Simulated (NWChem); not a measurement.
Species: GaH$_{3}$; SMILES [GaH3]

```xyz
4

Ga     0.0000     0.0000     0.0000
H      1.1176     1.1176     0.0000
H      0.4091    -1.5267     0.0000
H     -1.5267     0.4091     0.0000
```
Atoms are numbered in this order, from 1.

Level: PBE-D3(BJ)/def2-SVP (NWChem), optimised geometry, unscaled harmonic frequencies. 

| frequency (cm⁻¹) | IR intensity (km/mol) |
|---|---|
| 698 | 139.5 |
| 731 | 127.8 |
| 731 | 127.8 |
| 1907 | 0.0 |
| 1921 | 231.0 |
| 1921 | 231.0 |

| Quantity | Value |
|---|---|
| zero-point energy | 11.3 kcal/mol |
| thermal correction to the enthalpy at 298.15 K (with zero-point energy) | 13.9 kcal/mol |
| heat capacity Cv | 8.4 cal/(mol K) |
| entropy at 298.15 K and 1 atm (symmetry number 6) | 52.3 cal/(mol K) |
| dipole moment | 0.00 D |

Rigid rotor and harmonic oscillator.
